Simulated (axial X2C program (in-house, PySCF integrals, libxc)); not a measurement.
## Photoelectron levels of CuTe⁻ by EOM-IP-CCSD

Calculated with an in-house all-electron X2C program for linear molecules (integrals from PySCF): two-component X2C with atomic mean-field Coulomb and Gaunt terms, Gaussian nuclei, basis Te dyall-acv3z, Cu dyall-acv3z with contracted cores.

R = 2.350 Å (near the PBE0 minimum at charge -1 of the determinant lowest at the starting distance; the state shown can have its own minimum elsewhere).

Hartree–Fock spinors of CuTe⁻ (one of each Kramers pair; a window near the gap, which can cut inner shells):

| ω | occupied | ε (eV) | character |
| --- | --- | --- | --- |
| 3/2 | yes | -8.93 | 99% Cu d |
| 5/2 | yes | -8.80 | 100% Cu d |
| 1/2 | yes | -8.71 | 92% Cu d, 4% Te s, 3% Te p |
| 1/2 | yes | -3.40 | 72% Te p, 19% Cu s, 4% Cu d |
| 1/2 | yes | -2.22 | 79% Te p, 9% Cu p, 6% Cu d |
| 3/2 | yes | -1.79 | 81% Te p, 12% Cu p, 7% Cu d |
| 1/2 | no | 2.02 | 78% Cu p, 20% Cu s |
| 1/2 | no | 2.26 | 99% Cu p |
| 3/2 | no | 2.26 | 99% Cu p |
| 1/2 | no | 2.93 | 73% Cu s, 25% Cu p |
| 1/2 | no | 3.74 | 50% Cu p, 18% Te p, 13% Te s |
| 1/2 | no | 4.89 | 45% Cu p, 31% Te p, 11% Cu d |

Vertical detachment energies of CuTe⁻ to the states of CuTe:

| Ω of CuTe | vertical detachment energy (eV) | above lowest (cm⁻¹) | ionised spinor | one-hole weight |
| --- | --- | --- | --- | --- |
| 3/2 | 1.757 | 0 | 79% Te pπ, 12% Cu pπ, 9% Cu dπ | 0.94 |
| 1/2 | 2.148 | 3157 | 77% Te pπ, 10% Cu pπ, 9% Cu dπ | 0.93 |
| 1/2 | 3.470 | 13815 | 62% Te pσ, 22% Cu sσ, 8% Cu dσ | 0.94 |
| 5/2 | 5.157 | 27426 | 100% Cu dδ | 0.89 |

Question: How far does the lowest EOM-IP-CCSD energy lie from the Koopmans value −ε of the highest filled spinor?

Answer: 1.757 eV against 1.79 eV, a shift of -0.03 eV: relaxation of the final state lowers the energy and the loss of correlation raises it.

Question: Take the first Ω = 1/2 and Ω = 3/2 rows of π character: how far apart are they, and which lies lower?

Answer: E(3/2) − E(1/2) = 0 − 3157 = -3157 cm⁻¹ at EOM-IP-CCSD: inverted, Ω = 3/2 lower. Splittings at this level can be off by ten to twenty per cent.

This point took 20 s on 1 thread of Arm Neoverse V2, with other jobs on the host.

Reference electrons by ω block (each with its −ω partner): 1/2: 26, 3/2: 12, 5/2: 3. 18 electrons of CuTe⁻ correlated (inner shells frozen), 84 natural virtual spinors (a truncated set); levels can be off by some tenths of an eV. Roots sought by Ω: (1/2: 4, 3/2: 3, 5/2: 1); the list ends where they run out and leaves out roots under 60 % one-particle weight. The solver can skip a root, and states that need a further excitation, which the method places far too high, are missing though they may lie low or lowest. T1 of the reference 0.033 (Lee–Taylor). Number of frozen shells: Te 4 s, 3 p, 2 d; Cu 3 s, 2 p. Large amplitudes in the reference (orbital relaxation or multireference character) lower the reliability.
